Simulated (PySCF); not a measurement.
Level of theory: PBE0-D3(BJ)/def2-TZVP (PySCF). Isolated molecules, 0 K electronic values unless said otherwise. One relaxed conformer stands for a flexible species; it need not be the lowest. 

Reference species (SMILES): `[SiH3][Si@H]1[SiH2]C1` (neutral, multiplicity 1).

* **LUMO**: -0.49 eV

Changed species: `C[SiH2][SiH]=[SiH2]` (C–Si–Si–Si torsion 2°).

### Question
Give the shifts of the LUMO.

### Answer
the LUMO drops by 1.31 eV, to -1.80 eV.
